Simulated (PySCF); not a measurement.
# Electron correlation in F (fluorine, neutral)

[He] 2s1 2p6, 2S determinant (an excited configuration). All numbers are calculated (PySCF 2.14, no relativity, point nucleus, in def2-QZVPPD). Frozen: nothing; 9 electrons correlated.

| level | correlation energy (mhartree) |
| --- | --- |
| CCSD | -362.71 |
| (T) | -54.87 |
| CCSD(T) | -417.58 |

Diagnostics: T1 = 0.032, D1 = 0.1296, largest double amplitude 0.340.

T1 exceeds 0.03, a sign that the reference determinant is poor. A double-excitation amplitude exceeds 0.15, a sign of near-degeneracy.

Cost of the coupled-cluster step: roughly 21 core-seconds, for 9 correlated electrons.

Iterations:

```
CC2 = 0
CCSD nocc = (np.int64(5), np.int64(4)), nmo = (66, 66)
frozen orbitals [[], []]
max_cycle = 100
direct = 0
conv_tol = 1e-08
conv_tol_normt = 1e-06
diis_space = 8
diis_start_cycle = 0
Init t2, MP2 energy = -0.321948878152113
Init E_corr(UCCSD) = -0.321948878154736
cycle = 1  E_corr(UCCSD) = -0.330623167599385  dE = -0.00867428944  norm(t1,t2) = 0.0713109
cycle = 2  E_corr(UCCSD) = -0.340271798446481  dE = -0.00964863085  norm(t1,t2) = 0.048181
cycle = 3  E_corr(UCCSD) = -0.34945085602578  dE = -0.00917905758  norm(t1,t2) = 0.0376895
cycle = 4  E_corr(UCCSD) = -0.353803333758124  dE = -0.00435247773  norm(t1,t2) = 0.0259961
cycle = 5  E_corr(UCCSD) = -0.35516673858289  dE = -0.00136340482  norm(t1,t2) = 0.0215131
cycle = 6  E_corr(UCCSD) = -0.356955176757427  dE = -0.00178843817  norm(t1,t2) = 0.0176142
cycle = 7  E_corr(UCCSD) = -0.361052456210708  dE = -0.00409727945  norm(t1,t2) = 0.0144923
cycle = 8  E_corr(UCCSD) = -0.361547844007641  dE = -0.000495387797  norm(t1,t2) = 0.00669209
cycle = 9  E_corr(UCCSD) = -0.362806038814871  dE = -0.00125819481  norm(t1,t2) = 0.00307626
cycle = 10  E_corr(UCCSD) = -0.362666080014108  dE = 0.000139958801  norm(t1,t2) = 0.0007476
cycle = 11  E_corr(UCCSD) = -0.362704575527198  dE = -3.84955131e-05  norm(t1,t2) = 0.000267169
cycle = 12  E_corr(UCCSD) = -0.362708965566893  dE = -4.39003969e-06  norm(t1,t2) = 6.83139e-05
cycle = 13  E_corr(UCCSD) = -0.362707698197272  dE = 1.26736962e-06  norm(t1,t2) = 2.34872e-05
cycle = 14  E_corr(UCCSD) = -0.362709237437623  dE = -1.53924035e-06  norm(t1,t2) = 8.28171e-06
cycle = 15  E_corr(UCCSD) = -0.362709276436598  dE = -3.89989747e-08  norm(t1,t2) = 2.79805e-06
cycle = 16  E_corr(UCCSD) = -0.362709407265515  dE = -1.30828917e-07  norm(t1,t2) = 7.32359e-07
cycle = 17  E_corr(UCCSD) = -0.362709360849984  dE = 4.64155304e-08  norm(t1,t2) = 2.27715e-07
cycle = 18  E_corr(UCCSD) = -0.362709353509507  dE = 7.34047695e-09  norm(t1,t2) = 9.36115e-08
UCCSD converged
E(UCCSD) = -98.90160068184244  E_corr = -0.3627093535095072
UCCSD(T) correction = -0.054873747935658
```

This basis was not built for core-valence correlation, so the inner-shell part is incomplete.
